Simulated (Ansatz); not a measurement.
Consider the cleavage of the Si–Si bond: `C[SiH2][SiH](F)[SiH3]` + `NC(O)O` → `NC(O)O[SiH3]` + `C[SiH2][SiH2]F`.

Calculated with Ansatz (gas phase, PBE0-D4/def2-TZVP geometries, no zero-point term in ΔE). CCSD(T)/CBS is the MP2 limit (def2-TZVPP, def2-QZVPP) plus CCSD(T) − MP2 in def2-TZVPP, frozen cores. DFT in def2-TZVPP. B3LYP here is the variant with VWN-RPA as its local correlation; programs differ in this. Each species was taken in one conformer, which may not be the lowest.

Problem. Is it downhill or uphill in electronic energy at CCSD(T)/CBS, and by how much? (Estimate.)

Solution. Computed: Downhill: ΔE = -82.8 kJ/mol.

Problem. What do these levels give: PBE-D4, ωB97M-V, PBE, r2SCAN, B3LYP, HF/def2-QZVPP? (Estimate.)

Solution. Ansatz gave: PBE-D4 -57.0, ωB97M-V -86.3, PBE -57.4, r2SCAN -76.5, B3LYP -82.9, HF/def2-QZVPP -109.2 kJ/mol.

Largest T1 diagnostic among the species: 0.012.

In def2-TZVPP, CCSD(T) changes the Hartree–Fock value by +23.5 kJ/mol (the triples alone add +3.1 kJ/mol) and MP2 by +15.7 kJ/mol. From PBE to PBE0 (25 % exact exchange), in def2-TZVPP and without D4, ΔE moves by −7.8 kJ/mol.
